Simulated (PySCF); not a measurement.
Sn(Cl)3(Br), SMILES [Cl][Sn]([Cl])([Cl])[Br] (PBE0/def2-SVP optimised geometry):

```
5

Cl     1.534    -1.098     0.000
Sn    -0.786    -1.098     0.000
Cl    -1.534     1.098     0.000
Cl    -1.533    -2.142     1.932
Br    -1.633    -2.278    -1.980
```

Calculation: PBE0/def2-TZVP, def2 effective core potentials past Kr (PySCF).

**Question.** What are the frontier orbital energies and the dipole moment?

**Answer.** HOMO-2 -9.69 eV, HOMO-1 -9.33 eV, HOMO -9.33 eV, LUMO -3.55 eV, LUMO+1 -0.39 eV; dipole moment 0.60 D.
